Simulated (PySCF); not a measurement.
In(Me)(OAc)2, C5H9InO4, SMILES [O](C(=O)C)[In]([CH3])[O]C(C)=O, singlet (GFN2-xTB optimised geometry):

```
19

In    -1.156    -0.753     0.000
C     -1.943    -2.820     0.021
H     -2.950    -2.786     0.417
H     -1.289    -3.412     0.650
H     -1.939    -3.189    -0.997
O      1.123    -0.753     0.000
C      1.090     0.015    -0.981
C      2.383     0.538    -1.554
O      0.009     0.361    -1.521
H      2.176     1.239    -2.358
H      2.966    -0.301    -1.928
H      2.950     1.021    -0.762
O     -1.293     0.836     1.534
C     -2.328     1.304     0.992
C     -2.937     2.555     1.572
O     -2.855     0.767     0.000
H     -3.998     2.590     1.341
H     -2.446     3.412     1.112
H     -2.767     2.587     2.644
```

Computed with PBE0/def2-SVP, def2 effective core potentials past Kr (PySCF).

Problem. What are the frontier orbital energies and the dipole moment?

Solution. HOMO-2 -8.51 eV, HOMO-1 -8.39 eV, HOMO -7.89 eV, LUMO -0.44 eV, LUMO+1 0.14 eV; dipole moment 0.19 D.
